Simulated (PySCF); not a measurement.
# EPR parameters of C7H9O2

C₇H₉O₂ (doublet state).
Atom-mapped SMILES: `[CH2:1]=[C:2]([CH3:3])/[CH:4]=[C:5]\[C:6](=[O:7])[O:8][CH3:9]` (hydrogens: H10, H11 on C1; H12, H13, H14 on C3; H15 on C4; H16, H17, H18 on C9)

Cartesian coordinates in Å at the GFN2-xTB level; atoms count from 1:
```xyz
18
C7H9O2 angstrom
C     -3.2800   -0.1837   -0.5368
C     -1.9981    0.0075   -0.2447
C     -1.5280    0.8225    0.9173
C     -0.9470   -0.5871   -1.0898
C      0.3255   -0.4512   -0.9073
C      1.5592    0.0375   -0.4578
O      2.0110    1.1303   -0.7612
O      2.2156   -0.8477    0.3404
C      3.4649   -0.4020    0.8317
H     -4.0604    0.2500    0.0652
H     -3.5985   -0.7710   -1.3809
H     -0.8877    1.6318    0.5692
H     -0.9385    0.2028    1.5916
H     -2.3697    1.2417    1.4620
H     -1.3179   -1.1894   -1.9141
H      4.0519    0.0498    0.0284
H      3.9689   -1.2784    1.2319
H      3.3200    0.3430    1.6186
```

The hyperfine couplings belong to this conformer and change with its torsions.

Level of theory: PySCF 2.14.0, UKS B3LYP, pcH-1 on C H O, non-relativistic, mean-field spin-orbit, GIAO. One conformer (not necessarily the lowest) at the GFN2-xTB geometry, without solvent, vibrations or thermal averaging. A GFN2-xTB geometry isn't a minimum of the functional, and hyperfine couplings can be far from their values at a DFT geometry. The frame is twisted about the C5–C6 bond at this geometry (dihedral C4–C5–C6–O7 = -66°); couplings at other torsion angles weren't computed. The SCF solution wasn't tested for stability.

| Item | Value |
| --- | --- |
| g1, g2, g3 | 2.00199, 2.00372, 2.00481 |
| g_iso | 2.00351 |
| Form of g | rhombic: the two nearest values differ by 39 % of g3 − g1 |
| ⟨S²⟩ | 0.7636 (exact 0.7500) |
| α and β electrons | 34, 33 |
| HOMO–LUMO gap, α and β orbitals | 5.37, 3.46 eV |
| Basis functions | 315 |

Hyperfine couplings atom by atom, in G; T1 to T3 are the principal values of the dipolar part; ρ(0) is the spin density at the nucleus (MHz turned into gauss with g_iso; 10 G = 1 mT):

| atom | isotope | a_iso | T1 | T2 | T3 | Mulliken spin population | ρ(0) (bohr⁻³) |
| --- | --- | --- | --- | --- | --- | --- | --- |
| C1 | 13C | -1.4 | -2.7 | 0.8 | 1.8 | -0.04 | -0.0034 |
| C2 | 13C | 25.1 | -2.8 | -0.9 | 3.7 | 0.08 | 0.0625 |
| C3 | 13C | -0.8 | -0.3 | 0.0 | 0.3 | 0.00 | -0.0019 |
| C4 | 13C | -15.3 | -5.2 | 1.5 | 3.7 | -0.15 | -0.0383 |
| C5 | 13C | 40.1 | -26.8 | -19.3 | 46.1 | 0.89 | 0.1001 |
| C6 | 13C | -11.6 | -3.3 | 0.1 | 3.2 | -0.07 | -0.0290 |
| O7 | 17O | -5.2 | -22.1 | 10.8 | 11.3 | 0.20 | 0.0239 |
| O8 | 17O | -0.4 | -4.8 | 2.0 | 2.7 | 0.03 | 0.0020 |
| C9 | 13C | -0.5 | -0.2 | 0.0 | 0.2 | 0.00 | -0.0012 |
| H10 | 1H | 2.8 | -0.4 | -0.2 | 0.7 | 0.00 | 0.0018 |
| H11 | 1H | 1.1 | -0.7 | -0.6 | 1.3 | 0.00 | 0.0007 |
| H12 | 1H | 0.8 | -1.2 | -0.8 | 2.0 | 0.00 | 0.0005 |
| H13 | 1H | 0.9 | -1.0 | -0.9 | 1.9 | 0.00 | 0.0006 |
| H14 | 1H | -0.3 | -0.5 | -0.4 | 0.9 | 0.00 | -0.0002 |
| H15 | 1H | 50.3 | -1.9 | -1.3 | 3.2 | 0.06 | 0.0315 |
| H16 | 1H | 2.1 | -0.7 | -0.3 | 1.1 | 0.00 | 0.0013 |
| H17 | 1H | 0.3 | -0.4 | -0.4 | 0.8 | 0.00 | 0.0002 |
| H18 | 1H | 3.8 | -0.6 | -0.4 | 0.9 | 0.00 | 0.0024 |

Largest spin populations (Mulliken): C5 (+0.89), O7 (+0.20), C4 (-0.15) and C2 (+0.08).

Axes: g1 points within 8° of the C2–C4 bond and g3 points within 6° of the C6–O7 bond.

Under fast tumbling the dipolar parts average out, and these isotropic splittings remain: 1 × 1H (H15, I = 1/2, 2 lines) with 5.03 mT, 1 × 1H (H10, I = 1/2, 2 lines) with 0.28 mT, 3 × 1H (H16/H17/H18, I = 1/2, 4 lines) with 0.20 mT, 1 × 1H (H11, I = 1/2, 2 lines) with 0.11 mT and 3 × 1H (H12/H13/H14, I = 1/2, 4 lines) with 0.05 mT.

Means are taken over nuclei equivalent by connectivity, which assumes that they swap fast. The three 1H nuclei of mean +5.7 MHz run from 0.8 to 10.6 MHz in the frozen geometry.

The 17O coupling of O7 (-14.5 MHz) shows only in satellite lines or after enrichment, since that isotope makes up about 0.038 % of natural oxygen.

The 13C coupling of C5 (112.5 MHz) shows only in satellite lines or after enrichment, since that isotope makes up about 1.07 % of natural carbon.

Time: 92 s of wall time (grids of density and orbitals included); peak memory 0.96 GiB. Hardware: one thread, Arm Neoverse V2 (aarch64), shared host with 192 logical CPUs at a one-minute load of 23.
